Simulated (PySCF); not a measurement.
Molecule: SMILES C([Si](F)(F)F)#C[SiH2]F (C₂H₂F₄Si₂). Atoms near the plane z = 0.0 Å, at the PBE0/def2-SVP optimised geometry (x, y, z in Å): Si1 (2.5, -0.1, 0.0), C3 (0.6, 0.0, 0.0), C4 (-0.6, 0.0, 0.0), Si5 (-2.4, 0.0, 0.0), F7 (-3.0, 1.5, 0.0), H9 (2.9, -1.5, 0.0).

Method: PBE0/def2-TZVP run with PySCF. Cells within 0.4 Å of a nucleus heavier than hydrogen are left out (blank, or x). The values are rescaled to run from 0 to 1.

```
|1111111111111111111111111111111|
|1111111111111111111111111111111|
|1111111111111111111111111111111|
|1111111111111111111111111111111|
|1111111111111111111111111111111|
|1111111111111111111111111111111|
|1111111111111111111111111111111|
|1111111111111111111111111111111|
|1111111111111111111111111111111|
|1111111111111111111111111111111|
|111112xx11111111111111111111111|
|11111xxx21011111111100001111111|
|1111123421011111111100000011111|
|1111112210111012101110000001111|
|11110001x0233x464x3320000000111|
|1110000xxx356xx9xxx531xx0000111|
|11100000x1243x465x3421xx0000111|
|1111000000121012101210132111111|
|1111100000011111101111244211111|
|1111110000011111111111245211111|
|1111111111111111111111122111111|
|1111111111111111111111110111111|
|1111111111111111111111111111111|
|1111111111111111111111111111111|
|1111111111111111111111111111111|
|1111111111111111111111111111111|
|1111111111111111111111111111111|
|1111111111111111111111111111111|
|1111111111111111111111111111111|
|1111111111111111111111111111111|
|1111111111111111111111111111111|
```
Scale: ten equal steps from 0.000 (start of '0') to 1.00 (end of '9'), in the order '0123456789'; x runs from -5.00 to 5.00, y from -5.00 (bottom) to 5.00 (top).

**Question.** Which quantity is mapped?
A. electron localisation function
B. log10 of the electron density
C. an orbital amplitude
D. deformation density (molecule minus spherical neutral atoms)

**Answer.** D, deformation density (molecule minus spherical neutral atoms). In full: deformation density (molecule minus spherical neutral atoms) (e/bohr³).
